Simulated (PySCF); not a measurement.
From one molecule to another.

First species: C7H12N2.
InChI=1S/C7H12N2/c1-3-4-7-5-8-6-9(7)2/h5-6H,3-4H2,1-2H3

Second species: C8H17N.
SMILES: `C=CC[C@@H](C)[C@H](C)CN`

Levels: PBE0/pcSseg-1 for HOMO energy, LUMO energy and HOMO–LUMO gap. Geometries: GFN2-xTB. All species are isolated and taken at one optimised geometry, non-relativistic unless stated; the electronic structure was computed with PySCF and density fitting.

Dipoles, sizes and rotational constants follow the conformer. The torsions of the flexible species, by atom-mapped SMILES:
- `[CH3:1][CH2:2][CH2:3][c:4]1[cH:5][n:6][cH:7][n:8]1[CH3:9]`: C1–C2–C3–C4 179°, C2–C3–C4–C5 -88°

The conformers of `C=CC[C@@H](C)[C@H](C)CN` aren't listed.

Values for the first species:

```
HOMO energy   : -6.21 eV
LUMO energy   : 0.80 eV
HOMO–LUMO gap : 7.01 eV
```

Problem. Estimate the same properties for the second species, and the change in each.

Solution. 
| property | first | second | second less first |
| --- | --- | --- | --- |
| HOMO energy | -6.21 eV | -6.73 eV | -0.52 eV |
| LUMO energy | 0.80 eV | 0.48 eV | -0.32 eV |
| HOMO–LUMO gap | 7.01 eV | 7.21 eV | +0.20 eV |

